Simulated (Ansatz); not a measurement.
`F[BH][AlH][F]`, charge 0, multiplicity 1.

(1) Give a relaxed structure at PBE0-D4/def2-TZVP (the Gaussian-basis code of Ansatz). (An estimate is asked.)

Answers

(1) Ansatz gave: 
Z-matrix (Å, degrees):
```
B
Al 1 2.163
F 1 1.327 2 119.9
H 1 1.207 2 125.4 3 -179.7
F 2 1.656 1 116.3 3 -103.5
H 2 1.585 1 127.8 3 78.3
```
